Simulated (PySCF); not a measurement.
CH7NOSn. Atoms are numbered in the order given.

```xyz
11

Sn     0.2302     0.0300     0.4845
N      1.8628     0.2625    -0.7286
O     -1.3623    -0.6717    -0.5200
C     -1.9320     0.0658    -1.5670
H      0.5421    -1.2132     1.6123
H     -0.1548     1.5862     1.1068
H      1.7862     1.0382    -1.3866
H      2.1002    -0.5744    -1.2616
H     -2.7797    -0.5039    -1.9884
H     -2.3308     1.0509    -1.2428
H     -1.2239     0.2595    -2.4009
```

Geometry optimised at B3LYP-D3(BJ)/def2-SVP. The structure was generated by enumeration; whether it is a known compound was not checked. The def2 effective core potentials stand for the cores of Sn; spin–orbit coupling is left out. Other conformers were not sampled.

Method: TDA-ωB97X/def2-SVPD (PySCF).

Vertical excitations. 

Q: Estimate the UV-visible absorptions. (Estimate from the structure and the level; the computed values follow.)

A: 
```json
[
 {"state": "S1", "energy (eV)": "6.26", "λ (nm)": "198", "f": "0.039", "main pairs": "HOMO→LUMO 45 %, HOMO→LUMO+1 22 %, HOMO−1→LUMO+1 14 %"},
 {"state": "S2", "energy (eV)": "6.44", "λ (nm)": "192", "f": "0.081", "main pairs": "HOMO−1→LUMO 38 %, HOMO→LUMO+2 15 %, HOMO→LUMO 13 %, HOMO−1→LUMO+1 8 %"},
 {"state": "S3", "energy (eV)": "6.96", "λ (nm)": "178", "f": "0.033", "main pairs": "HOMO→LUMO+1 27 %, HOMO−1→LUMO 24 %, HOMO→LUMO+2 13 %, HOMO−1→LUMO+1 9 %"},
 {"state": "S4", "energy (eV)": "7.26", "λ (nm)": "171", "f": "0.008", "main pairs": "HOMO→LUMO+2 36 %, HOMO→LUMO 27 %, HOMO→LUMO+1 17 %"},
 {"state": "S5", "energy (eV)": "7.54", "λ (nm)": "165", "f": "0.062", "main pairs": "HOMO−1→LUMO+1 20 %, HOMO−1→LUMO 14 %, HOMO→LUMO+2 13 %, HOMO−2→LUMO 11 %"},
 {"state": "S6", "energy (eV)": "7.62", "λ (nm)": "163", "f": "0.020", "main pairs": "HOMO−1→LUMO+2 30 %, HOMO−1→LUMO+1 25 %, HOMO−1→LUMO 10 %, HOMO→LUMO+2 9 %"},
 {"state": "S7", "energy (eV)": "7.75", "λ (nm)": "160", "f": "0.037", "main pairs": "HOMO−1→LUMO+2 35 %, HOMO−2→LUMO 22 %, HOMO−2→LUMO+1 13 %, HOMO→LUMO+1 12 %"},
 {"state": "S8", "energy (eV)": "8.00", "λ (nm)": "155", "f": "0.032", "main pairs": "HOMO−2→LUMO+1 24 %, HOMO−2→LUMO 22 %, HOMO→LUMO+3 17 %, HOMO−2→LUMO+2 9 %"},
 {"state": "S9", "energy (eV)": "8.17", "λ (nm)": "152", "f": "0.008", "main pairs": "HOMO→LUMO+4 50 %, HOMO→LUMO+5 30 %"},
 {"state": "S10", "energy (eV)": "8.31", "λ (nm)": "149", "f": "0.036", "main pairs": "HOMO→LUMO+3 31 %, HOMO→LUMO+4 13 %, HOMO−1→LUMO+3 12 %, HOMO−2→LUMO+1 11 %"},
 {"state": "T1", "energy (eV)": "5.60", "λ (nm)": "221", "f": "0", "main pairs": "HOMO→LUMO 50 %, HOMO→LUMO+1 29 %"},
 {"state": "T2", "energy (eV)": "5.93", "λ (nm)": "209", "f": "0", "main pairs": "HOMO−1→LUMO+1 41 %, HOMO−1→LUMO 29 %, HOMO→LUMO+1 7 %"},
 {"state": "T3", "energy (eV)": "6.37", "λ (nm)": "195", "f": "0", "main pairs": "HOMO−2→LUMO 19 %, HOMO→LUMO+1 16 %, HOMO→LUMO+2 16 %, HOMO−2→LUMO+1 14 %"},
 {"state": "T4", "energy (eV)": "7.07", "λ (nm)": "175", "f": "0", "main pairs": "HOMO→LUMO 29 %, HOMO→LUMO+1 22 %, HOMO−1→LUMO 18 %, HOMO−2→LUMO+1 7 %"}
]
```
Triplets are in the Tamm–Dancoff approximation.
